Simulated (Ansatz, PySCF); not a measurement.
Gas-phase reaction in SMILES: [O+]#[Si-] (SiO) [oxosilicon] + 3 [H][H] (H2) -> O (H2O) + [SiH4] (SiH4)
Structures are relaxed separately at B3LYP-D3(BJ)/def2-TZVP in Ansatz (a first-principles code).

Wanted: energy of full hydrogenation (0 K, with B3LYP-D3(BJ) harmonic zero-point energies from PySCF), in kcal/mol. Valence correlation only, unless marked. No spin-orbit coupling. No relativistic terms. CBS marks a two-point X^-3 extrapolation of the correlation energy; Hartree-Fock from the larger set.

CCSD(T)/CBS(def2-TZVPPD,def2-QZVPPD) (Ansatz) gives -26.8 kcal/mol.

Task: Another calculation gave -28.2 kcal/mol. Which level was it?
A. wB97X-V/def2-TZVPD (Ansatz)
B. B3LYP/def2-TZVPD (Ansatz)
C. wB97X/def2-TZVPD (Ansatz)
D. B97M-V/def2-TZVPD (Ansatz)

Result: D, B97M-V/def2-TZVPD (Ansatz). The others give -23.4 (B3LYP), -31.3 (wB97X-V), -33.8 (wB97X) kcal/mol.
